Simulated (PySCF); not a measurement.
# Molecular orbitals of BBr

PBE0 at R = 1.898 Å; basis B cc-pVTZ, Br cc-pVTZ-PP with ECP10; scalar-relativistic core potentials; PySCF 2.14. State: ¹Σ⁺ (singlet), closed shell. Only the outer orbitals are listed, counted within each symmetry, core potentials removing the inner ones.

| orbital | occ. | ε (eV) | on B (%) | main shells (%) |
| --- | --- | --- | --- | --- |
| 5σ | 2 | -23.59 | 10 | 89 Br s |
| 6σ | 2 | -13.48 | 40 | 53 Br p, 34 B s |
| 3π | 2 | -9.88 | 10 | 90 Br p, 8 B p |
| 3π | 2 | -9.88 | 10 | 90 Br p, 8 B p |
| 7σ | 2 | -7.40 | 84 | 58 B s, 25 B p, 16 Br p |
| 4π | 0 | -2.08 | 88 | 88 B p |
| 4π | 0 | -2.08 | 88 | 88 B p |
| 8σ | 0 | 1.54 | 88 | 90 B p, 32 Br p |

Q: Which are the highest filled and the lowest empty level, where do they sit, and how wide is the gap?

A: Highest filled 7σ at -7.40 eV (in %: 58 B s, 25 B p, 16 Br p); lowest empty 4π at -2.08 eV (in %: 88 B p); the gap at PBE0 is 5.32 eV.

```
bond order (Mayer)                              : 1.47
⟨S²⟩                                            : 0.000
charge on B (Mulliken, basis-dependent)         : -0.06
charge on B (Löwdin, basis-dependent)           : -0.45
dipole moment (positive dipole means B(−)Br(+)) : 1.45 D
polarisability along the bond                   : 50.2 bohr³
polarisability across the bond                  : 29.0 bohr³
```
